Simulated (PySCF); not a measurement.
Molecule: `[SiH2](C#CC)N[SiH3]`, C3H9NSi2.

Mapped SMILES: `[CH3:1][C:2]#[C:3][SiH2:4][NH:5][SiH3:6]`. Hydrogens are named by the atom that carries them.

Geometry PBE0-D3(BJ)/def2-SVP throughout; GIAO in PySCF 2.14.0 with density-fitted response routines, gas phase, one conformer, non-relativistic; equivalent atoms averaged; basis pcSseg-1.

For orientation, B97-D gives these shifts δ (against TMS, NH3 at the same level): C2 104.4, C3 79.5, C1 6.6, Si6 -51.7, N5 11.3, H(Si4) 4.73, H(Si6) 4.68, H(C1) 2.01, H(N5) -0.57 ppm.

A run gave: C2 103.6, C3 80.1, C1 8.0, Si6 -52.8, N5 3.9, H(Si4) 4.02, H(Si6) 3.96, H(C1) 1.93, H(N5) -0.41 ppm (shifts δ (against TMS, NH3 at the same level)).

Problem. Which functional was used in that run?
A. LC-wPBE
B. wB97X-D
C. WP04
D. KT2
E. LDA

Solution. C. H(Si6) tells them apart best: WP04 gives 3.96, wB97X-D gives 4.64, LDA gives 5.12, KT2 gives 4.85, LC-wPBE gives 4.56 ppm.
